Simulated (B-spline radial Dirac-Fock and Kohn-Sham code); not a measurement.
## Elastic scattering of 50 eV electrons by atomic antimony

Level of theory: relativistic (Dirac) partial waves in the static field of the Dirac-Fock atom with Furness-McCarthy exchange, without polarisation or absorption potentials; a radial atomic solver. Below a few hundred eV the neglected polarisation potential matters, most of all at small angles.

| θ (°) | dσ/dΩ (a₀²/sr) | Sherman function |
| --- | --- | --- |
| 0 | 35.5 | 0.000 |
| 1 | 35.4 | 0.000 |
| 2 | 35.0 | 0.000 |
| 3 | 34.4 | -0.001 |
| 5 | 32.7 | -0.001 |
| 7 | 30.2 | -0.002 |
| 10 | 25.6 | -0.003 |
| 15 | 17.1 | -0.007 |
| 20 | 9.78 | -0.014 |
| 25 | 4.85 | -0.028 |
| 30 | 2.16 | -0.054 |
| 40 | 0.866 | -0.026 |
| 50 | 1.62 | 0.061 |
| 60 | 2.15 | 0.082 |
| 70 | 1.53 | 0.107 |
| 80 | 0.352 | 0.207 |
| 90 | 0.159 | -0.283 |
| 100 | 1.61 | -0.079 |
| 110 | 3.48 | -0.041 |
| 120 | 3.82 | -0.026 |
| 130 | 2.14 | -0.019 |
| 140 | 0.274 | -0.007 |
| 150 | 0.779 | 0.008 |
| 160 | 4.35 | 0.000 |
| 170 | 8.82 | -0.001 |
| 180 | 10.8 | 0.000 |

Question: What integrated cross sections go with this distribution?

Answer: The total elastic cross section is 31.3 a₀², the first transport cross section 26.9 a₀² and the second, weighted with (3/2) sin²θ, 21.6 a₀². The mean deflection is ⟨1 − cos θ⟩ = 0.858, and 48 % of the collisions scatter beyond 90°.

On this grid of angles the cross section has minima near 40°, 90°, 140°, from interference among the few low partial waves with large phase shifts.

Values without a named source are computed, but for edge energies of neutral atoms, which are taken from tables.
